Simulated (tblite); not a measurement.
CH$_{2}$NO (SMILES N[C]=O), doublet, at a GFN2-xTB geometry; tblite with GFN1-xTB.

The tblite input:
```
$ tblite run mol.xyz --method gfn1 --charge 0 --spin 1 --json tblite.json --no-restart

# file mol.xyz
5

O     -0.26239492     1.20792016    -0.01400583
C     -0.41467571     0.01679901     0.00061495
N      0.43485650    -0.99377497     0.01109142
H      0.09501155    -1.93993374     0.02313653
H      1.44820656    -0.86779678     0.00758046
```

It wrote (shortened):

```
xTB calculator
 | screened Coulomb repulsion
 | Coulomb electrostatics
 |  * isotropic Klopman-Ohno-Mataga-Nishimoto electrostatics
 |  * onsite third-order electrostatics
 | DFT-D3(BJ) dispersion correction

halogen bonding energy    0.0000000000000E+00 Eh
repulsion energy          1.0604470082886E-01 Eh
dispersion energy        -7.8315202917933E-04 Eh
number of electrons       1.7000000000000E+01 e
integral cutoff           1.9731147476801E+01 bohr

------------------------------------------------------------
  cycle        total energy    energy error   density error
------------------------------------------------------------
      1     -10.82820150149  -1.0933463E+01   6.9049053E-01
      2     -11.01343465643  -1.8523315E-01   3.4184530E-01
      3     -11.01624629343  -2.8116370E-03   1.6790031E-01
      4     -11.01658945762  -3.4316419E-04   3.2981366E-02
      5     -11.01635906169   2.3039593E-04   2.9356215E-02
      6     -11.01722553951  -8.6647782E-04   1.0606138E-02
      7     -11.01735325279  -1.2771328E-04   1.4227939E-04
      8     -11.01735325538  -2.5936444E-09   1.2120316E-04
      9     -11.01735326787  -1.2488520E-08   4.3115167E-05
     10     -11.01735326975  -1.8835404E-09   3.8788435E-06
------------------------------------------------------------

electronic energy        -1.1122614818554E+01 Eh
total energy             -1.1017353269754E+01 Eh

Post processing:
 | Mayer-Wiberg bond orders

[Info] JSON dump of results written to 'tblite.json'
```
